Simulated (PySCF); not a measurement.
**Carbon: a sound run and one with changed settings**

Sound run: C+ [He] 2s2 2p1, C(2+) [He] 2s2. All numbers are calculated (PySCF 2.14, scalar relativity by spin-free X2C-1e, in x2c-SVPall (3s2p1d, 14 functions)). In the sound run the correlated levels freeze 1s2. The sound run starts from symmetry-adapted Hartree-Fock orbitals and uses a fine grid where one is needed.

A second run was set up differently.

| species | method | sound run (hartree) | changed run (hartree) | converged |
| --- | --- | --- | --- | --- |
| C+ | MP2 | -37.30096 | -37.30242 | yes |
| C+ | CCSD(T) | -37.32654 | -37.32776 | yes |
| C(2+) | MP2 | -36.40607 | -36.40747 | yes |
| C(2+) | CCSD(T) | -36.43906 | -36.44006 | yes |

Ionisation energy of C+:

| method | sound run (eV) | changed run (eV) |
| --- | --- | --- |
| UHF | 24.304 | 24.304 |
| MP2 | 24.351 | 24.353 |
| SCS-MP2 | 24.305 | 24.304 |
| CCSD | 24.129 | 24.136 |
| CCSD(T) | 24.149 | 24.155 |

(1) What was changed?
A. too few SCF iterations
B. minimal basis
C. all electrons correlated in a valence basis
D. a valence shell is frozen

Answers

(1) C. A valence basis has no tight correlating functions, so it recovers only part of the core correlation, and not evenly between atom and ion.
